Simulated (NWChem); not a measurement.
CH₃Cd, doublet; SMILES [Cd][CH3]

```xyz
5

Cd     0.0000     0.0000    -0.2332
C      0.0000     0.0000     2.0060
H      0.7398     0.7398     2.3416
H      0.2708    -1.0106     2.3416
H     -1.0106     0.2708     2.3416
```
Atoms are numbered in this order, from 1.

Computed with NWChem. Spin-unrestricted. In the optimisation the excess spin sits in a1 (C3v, its own frame). Coordinates come from a PBE0/def2-SVP, spin-unrestricted optimisation. This spin state was assumed; another may lie lower. No stability test was run on the SCF state. def2 effective core potentials on Cd; no spin-orbit coupling. Vertical excitations in the gas phase; the lowest state need not have the same character in each row. Excited states of an open shell can be spin-contaminated.

```
level                 lowest excitation (eV)  oscillator strength of that lowest state  lowest empty minus highest occupied level, either spin (eV)
--------------------  ----------------------  ----------------------------------------  -----------------------------------------------------------
PBE/def2-SVPD, TDA                       ___                                       ___                                                          ___
B3LYP/def2-SVPD, TDA                    3.11                                     0.068                                                         2.22
UHF/def2-SVPD, CIS                      3.11                                     0.097                                                         8.00
```

**Question.** Some entries are withheld; supply them.

**Answer.** 
- PBE/def2-SVPD, TDA, lowest excitation (eV): 3.01
- PBE/def2-SVPD, TDA, oscillator strength of that lowest state: 0.060
- PBE/def2-SVPD, TDA, lowest empty minus highest occupied level, either spin (eV): 1.00
